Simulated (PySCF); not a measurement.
1,1,2-trichloroprop-1-ene (C₃H₃Cl₃), SMILES CC(=C(Cl)Cl)Cl.

Geometry: PBE-D3(BJ)/def2-SVP.

The numbers are results of PBE/def2-TZVP run with PySCF, not measurements.

Isolated molecule, no solvent.

Computed frontier levels, gap, dipole moment and polarisability:
- highest occupied level = -5.93 eV
- lowest empty level = -1.61 eV
- orbital gap = 4.32 eV
- dipole moment = 1.54 D
- quadrupole, principal values (traceless, Buckingham form, about the centre of nuclear charge) = -2.43, -2.12, 4.56 D·Å
- mean static polarisability = 76.6 bohr³ (11.35 Å³)
- polarisability, principal values = 47.3, 85.3, 97.1 bohr³
